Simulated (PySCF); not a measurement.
## How methods differ on the ionisation energy of Er⁴⁴⁺

Er⁴⁴⁺ [Ar] 3d6 [3d3/2^4 3d5/2^2, M_J = 4] → Er⁴⁵⁺ [Ar] 3d5 [3d3/2^4 3d5/2^1, M_J = 5/2], as a difference of total energies. Calculation: PySCF 2.14, in an uncontracted even-tempered set (16 s from 10 bohr⁻², ratio 2.8; 12 p from 13 bohr⁻², ratio 2.8; 8 d from 13 bohr⁻², ratio 2.8; 3 f from 47 bohr⁻², ratio 3); the two-component X2C-1e Hamiltonian. Correlated levels: [Ne] frozen; the 74 highest virtual spinors dropped. "Screened" scales the spin-orbit matrix elements by Boettger's factors to mimic the two-electron term; Breit and QED terms are absent.

```tsv
method	ionisation energy (eV)
GHF (spin-free)	3626.1
GMP2 (spin-free)	3627.1
GHF (screened spin-orbit)	3625.2
GMP2 (screened spin-orbit)	3625.1
```

Breit and QED terms and the two-electron picture change are absent.

The spin-free rows relax to the high-spin LS determinant and lack the spin-orbit shift.

The labels give the starting determinants; with spin-orbit coupling the two ends relaxed to ⟨J²⟩ = 20.01, ⟨L²⟩ = 12.04, ⟨S²⟩ = 3.15 and ⟨J²⟩ = 8.75, ⟨L²⟩ = 5.44, ⟨S²⟩ = 3.15.

For comparison: 3624 ± 4 eV (theoretical estimate listed by NIST; NIST Atomic Spectra Database, ionization energies).
